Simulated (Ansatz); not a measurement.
Cost and result for the atomization energy of Cl₂GeH₃SSi, SMILES `Cl[SiH][S][GeH2][Cl]` radical (8 atoms, 7 bonds).

```xyz
8

Cl    1.251    1.773    1.357
Si    1.850    0.150    0.236
S     0.411   -1.416    0.244
Ge   -1.386   -0.289   -0.411
Cl   -0.920    0.838   -2.183
H     3.062   -0.434    0.875
H    -2.441   -1.338   -0.770
H    -1.828    0.717    0.651
```

Charge 0, multiplicity 2. Correlated methods include outer-core shells of Ge, which these sets cover unevenly. Scalar relativity is left out up to krypton. The structure was optimised at the PBE0-D4/def2-TZVP level. It is one conformer, not always the lowest. Program: Ansatz. Hardware: A = 2 threads of an AMD EPYC 7R13 on a shared host; B = 2 threads of an AMD EPYC 7R13 on a shared host and a share of an NVIDIA H100 80 GB. Times are those of one run each, without the atoms' runs, and a repeat can differ threefold. Electronic energies, without spin–orbit coupling; frozen cores. CCSD(T)/CBS adds CCSD(T) − MP2 in def2-TZVPP to the MP2 limit, and its time is that of the two runs behind it. T1 = 0.013; ⟨S²⟩ of the reference is 0.76. With those shells the extrapolation isn't a true limit. B3LYP takes the VWN-RPA correlation (the form of Gaussian; ORCA's B3LYP/G).

CCSD(T)/CBS is a level of theory with its own doubt, some kJ/mol a heavy atom from the limit and from the frozen cores, so smaller differences don't rank the functionals.

| level | functions | wall time |
| --- | --- | --- |
| MP2/def2-QZVPP [B] | 459 | 9 s |
| PBE-D4/def2-TZVPP (with forces) [A] | 258 | 10 s |
| CCSD(T)/def2-TZVPP [B] | 258 | 18 s |
| r2SCAN-D4/def2-TZVPP (with forces) [A] | 258 | 20 s |
| B2PLYP/def2-TZVPP [A] | 258 | 21 s |
| PBE0-D4/def2-TZVPP [A] | 258 | 24 s |
| B3LYP-D4/def2-TZVPP (with forces) [A] | 258 | 25 s |
| CCSD(T)/CBS(def2) | – | 27 s |
| ωB97X-V/def2-TZVPP [A] | 258 | 35 s |
| ωB97M-V/def2-TZVPP (with forces) [A] | 258 | 46 s |

Q: What atomization energy does each give, and how far from CCSD(T)/CBS? (An estimate is asked.)

A: The calculation gave: 
```json
{"level": "MP2/def2-QZVPP [B]", "atomization (kJ/mol)": "2261.8", "difference from CCSD(T)/CBS": "17.7", "per bond": "2.5"}
{"level": "PBE-D4/def2-TZVPP (with forces) [A]", "atomization (kJ/mol)": "2269.0", "difference from CCSD(T)/CBS": "24.9", "per bond": "3.6"}
{"level": "CCSD(T)/def2-TZVPP [B]", "atomization (kJ/mol)": "2171.1", "difference from CCSD(T)/CBS": "-73.0", "per bond": "-10.4"}
{"level": "r2SCAN-D4/def2-TZVPP (with forces) [A]", "atomization (kJ/mol)": "2278.6", "difference from CCSD(T)/CBS": "34.5", "per bond": "4.9"}
{"level": "B2PLYP/def2-TZVPP [A]", "atomization (kJ/mol)": "2181.7", "difference from CCSD(T)/CBS": "-62.4", "per bond": "-8.9"}
{"level": "PBE0-D4/def2-TZVPP [A]", "atomization (kJ/mol)": "2245.7", "difference from CCSD(T)/CBS": "1.6", "per bond": "0.2"}
{"level": "B3LYP-D4/def2-TZVPP (with forces) [A]", "atomization (kJ/mol)": "2212.2", "difference from CCSD(T)/CBS": "-31.9", "per bond": "-4.6"}
{"level": "CCSD(T)/CBS(def2)", "atomization (kJ/mol)": "2244.1", "difference from CCSD(T)/CBS": "0.0", "per bond": "0.0"}
{"level": "ωB97X-V/def2-TZVPP [A]", "atomization (kJ/mol)": "2267.2", "difference from CCSD(T)/CBS": "23.1", "per bond": "3.3"}
{"level": "ωB97M-V/def2-TZVPP (with forces) [A]", "atomization (kJ/mol)": "2243.1", "difference from CCSD(T)/CBS": "-1.0", "per bond": "-0.1"}
```

From PBE to PBE0 (25 % exact exchange), in def2-TZVPP and without D4, the atomization energy moves by −18.8 kJ/mol: exact exchange takes away binding that semilocal exchange gives to molecules. In def2-TZVPP, CCSD(T) changes the Hartree–Fock value by +557.9 kJ/mol (the triples alone add +47.2 kJ/mol) and MP2 by +606.1 kJ/mol; breaking electron pairs costs correlation energy, which Hartree–Fock lacks. The D4 term adds +55.2 kJ/mol with B3LYP and +29.1 kJ/mol with PBE0; it sums over pairs of atoms, weighted by their polarisabilities, and B3LYP, whose exchange is more repulsive, gets the larger term.
